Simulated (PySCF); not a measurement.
C₂H₄O₃Si, SMILES O[Si](O)(O)C#C. Coordinates come from a PBE0-D3(BJ)/def2-SVP optimisation. The structure was generated by enumeration, and PubChem lists no compound with its InChIKey, so it may never have been made. Other conformers were not sampled.

Computed equilibrium geometry at PBE0-D3(BJ)/def2-SVP (PySCF confirms it by a frequency run) as a Z-matrix, and its point group (one conformer of several):
point group C3.
```
Si
O 1 1.6433
H 2 0.9613 1 116.88
O 1 1.6433 2 109.10 3 -64.30
H 4 0.9613 1 116.88 2 176.59
O 1 1.6433 2 109.10 3 176.59
H 6 0.9613 1 116.88 2 -64.30
C 1 1.8375 2 109.84 3 56.15
C 8 1.2172 6 147.16 7 47.90
H 9 1.0759 6 156.83 7 47.89
```
Charge 0, spin multiplicity 1.
